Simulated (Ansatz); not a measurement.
C2H4BClO (`OB1CC1Cl`). The species carries charge 0 and has multiplicity 1. Geometry: relaxed with PBE0-D4/def2-TZVP. It is one conformer, not always the lowest.

```xyz
9

O    -0.506   -1.177    1.608
B    -0.281   -0.475    0.496
C    -0.788    0.559   -0.494
C     0.695    0.080   -0.541
Cl    1.966    1.205   -0.061
H     0.275   -1.633    1.937
H    -1.366    0.330   -1.383
H    -0.966    1.566   -0.123
H     0.971   -0.457   -1.441
```

**Question.** What is the dipole moment at ωB97M-V/def2-TZVPP? (Best estimate.)

**Answer.** The calculation gave: 1.76 D, with components (-0.30, -1.73, -0.05) D in this frame, pointing from negative to positive charge.

**Question.** And with PBE, r2SCAN, B3LYP? (Best estimate.)

**Answer.** Ansatz gave: PBE 1.69 D, r2SCAN 1.77 D, B3LYP 1.74 D.

**Question.** Give the Mulliken charges with ωB97M-V, r2SCAN, PBE in def2-TZVPP. (Best estimate.)

**Answer.** Computed: 
| atom | ωB97M-V | r2SCAN | PBE |
| --- | --- | --- | --- |
| O1 | -0.24 | -0.27 | -0.19 |
| B2 | 0.20 | 0.19 | 0.08 |
| C3 | -0.27 | -0.21 | -0.21 |
| C4 | -0.13 | -0.03 | -0.07 |
| Cl5 | -0.12 | -0.17 | -0.14 |
| H6 | 0.21 | 0.23 | 0.22 |
| H7 | 0.11 | 0.08 | 0.10 |
| H8 | 0.12 | 0.08 | 0.10 |
| H9 | 0.13 | 0.09 | 0.12 |

B3LYP here is the variant with VWN-RPA as its local correlation; programs differ in this.
